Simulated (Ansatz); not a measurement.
A nudged elastic band was laid between two geometries of ClH3OSi + H2O (9 atoms, charge 0, multiplicity 1).

All numbers below come from RKS PBE0/6-31G* (Ansatz 0.2.0).

* movable images: 7
* climbing image: yes
* spring: 5.0 eV/Å²
* optimiser: quadratic models (default)
* start path: through a guess of the saddle point
* force threshold: 0.03 eV/Å
* iteration limit: 60
* end points: relaxed

Image 0:

```xyz
9
Properties=species:S:1:pos:R:3
Si 0.288 -0.135 -0.112
H 0.502 -0.186 1.351
O 1.730 0.054 -0.900
H 2.437 -0.556 -0.659
H -0.549 0.952 -0.644
Cl -0.523 -1.982 -0.658
O -2.191 -0.066 1.249
H -2.809 -0.142 0.509
H -2.174 -0.958 1.623
```

Image 8:

```xyz
9
Properties=species:S:1:pos:R:3
Si -0.101 -0.188 -0.881
H -1.712 0.385 3.555
O 1.533 -0.203 -0.813
H 1.947 -1.001 -0.463
H -0.489 1.190 -1.221
Cl -0.833 -1.422 -2.375
O -0.714 -0.743 0.544
H -1.542 -1.236 0.499
H -1.381 0.200 2.914
```

Question: What changes between the two ends?

Answer: Bonds broken: Si1–H2, O7–H9. Bonds formed: Si1–O7, H2–H9. ClH3OSi + H2O becomes ClH3O2Si + H2.

Question: Give the energies along the band, and the barrier.

Answer: The run converged. The highest image is number 3 of 0 to 8, 1.43 eV above the first end and 2.24 eV above the last; the last end lies 0.81 eV below the first. Neighbouring images differ by up to 2.0 eV, so the band resolves the path poorly. A vibrational analysis at the climbing image gives one clearly imaginary mode, 1411i cm⁻¹: a first-order saddle point. The orbitals stay closed-shell, which can raise the energy where a bond breaks towards radicals; this wasn't checked here.

```json
{"image": "0", "path coordinate (Å)": "0.00", "energy (eV)": "0.00", "Si1–H2 (Å)": "1.48", "O7–H9 (Å)": "0.97", "Si1–O7 (Å)": "2.83"}
{"image": "1", "path coordinate (Å)": "1.43", "energy (eV)": "0.07", "Si1–H2 (Å)": "1.48", "O7–H9 (Å)": "0.97", "Si1–O7 (Å)": "2.80"}
{"image": "2", "path coordinate (Å)": "2.86", "energy (eV)": "0.55", "Si1–H2 (Å)": "1.49", "O7–H9 (Å)": "0.97", "Si1–O7 (Å)": "2.32"}
{"image": "3", "path coordinate (Å)": "4.29", "energy (eV)": "1.43", "Si1–H2 (Å)": "1.70", "O7–H9 (Å)": "1.16", "Si1–O7 (Å)": "1.83"}
{"image": "4", "path coordinate (Å)": "5.53", "energy (eV)": "-0.62", "Si1–H2 (Å)": "2.73", "O7–H9 (Å)": "2.15", "Si1–O7 (Å)": "1.64"}
{"image": "5", "path coordinate (Å)": "6.78", "energy (eV)": "-0.78", "Si1–H2 (Å)": "3.86", "O7–H9 (Å)": "2.75", "Si1–O7 (Å)": "1.64"}
{"image": "6", "path coordinate (Å)": "8.02", "energy (eV)": "-0.80", "Si1–H2 (Å)": "4.23", "O7–H9 (Å)": "2.69", "Si1–O7 (Å)": "1.65"}
{"image": "7", "path coordinate (Å)": "9.26", "energy (eV)": "-0.81", "Si1–H2 (Å)": "4.72", "O7–H9 (Å)": "2.62", "Si1–O7 (Å)": "1.65"}
{"image": "8", "path coordinate (Å)": "10.49", "energy (eV)": "-0.81", "Si1–H2 (Å)": "4.75", "O7–H9 (Å)": "2.64", "Si1–O7 (Å)": "1.65"}
```

Question: What is the geometry of the highest image?

Answer: 
```xyz
9
Properties=species:S:1:pos:R:3
Si -0.235 0.049 -0.098
H -0.111 0.654 1.483
O 1.236 -0.662 0.161
H 1.504 -1.217 -0.586
H -0.410 1.397 -0.668
Cl -0.804 -1.086 -1.837
O -1.677 -0.575 0.841
H -1.811 -1.538 0.860
H -0.981 -0.041 1.603
```

Run time: 17 min on 1 thread of Arm Neoverse V1 (shared host), peak memory 0.17 GiB.
